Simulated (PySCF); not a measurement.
## NbO₂, doublet: molecular constants

All numbers come from PySCF, UPBE0, basis Nb def2-TZVP with ECP28, O def2-TZVP (scalar-relativistic core potentials, no spin–orbit coupling, density fitting).

The structure is a minimum.

```json
{
 "Point group": "C2v",
 "Bond lengths": "Nb–O 1.700 Å (×2)",
 "Bond angles": "O–Nb–O 104.9°",
 "Highest occupied level (α)": "-6.00 eV",
 "Atomisation energy without zero-point energy": "1323 kJ/mol",
 "Enthalpy at 298.15 K above 0 K": "11.02 kJ/mol",
 "Lowest empty level (α)": "-3.01 eV",
 "Entropy at 298.15 K and 1 bar (electronic part: spin only)": "271.8 J/(mol K)",
 "Spin squared ⟨S²⟩": "0.760",
 "Heat capacity Cp at 298.15 K": "42.8 J/(mol K)",
 "Zero-point energy": "14.2 kJ/mol",
 "Principal quadrupole moments (Buckingham, traceless) about the centre of mass": "-7.20, 3.27, 3.93 D Å",
 "Rotational constants": "0.6607, 0.29, 0.2015 cm⁻¹",
 "Dipole moment": "5.26 D",
 "Principal polarisabilities": "53.4, 73.2, 88.9 bohr³",
 "Rotational symmetry number": "2"
}
```

Harmonic modes (masses in u: Nb 92.906, O 15.995):
| symmetry | ω (cm⁻¹) | IR (km/mol) | type |
| --- | --- | --- | --- |
| a1 | 360 | 0.1 | bend |
| b2 | 982 | 262 | stretch |
| a1 | 1036 | 170 | stretch |

In C2v the vibrations span 2a1 + b2. Here b1 is antisymmetric to the molecular plane and b2 lies in it.

Charges (e):
```
atom  Mulliken  Löwdin  polar tensor  spin (Mulliken)  Mayer order to Nb1
 Nb1      1.10    0.60          1.66             1.14                   –
O2,3     -0.55   -0.30         -0.83            -0.07                2.11
```

Mulliken populations on Nb1 (electrons outside its core potential): s 2.56, p 6.17, d 3.08, f 0.08.

Formally Nb is in oxidation state +4, d1, with 1 unpaired electron. The Mulliken spin on Nb is 1.14. The polar-tensor charge on Nb, 1.66, is far below the formal one.

Only a few start shapes were tried, so a lower isomer may exist. Open d and f shells are described by one determinant, and the ground state may have another occupation or spin.

The final relaxation and frequency run took 48 s on 2 threads of a shared Intel Xeon Platinum 8488C (Sapphire Rapids) host, with 102 basis functions and 9 gradients; the process peaked at 0.93 GiB. Launch command: `OMP_NUM_THREADS=2 python axn.py task.json out`.
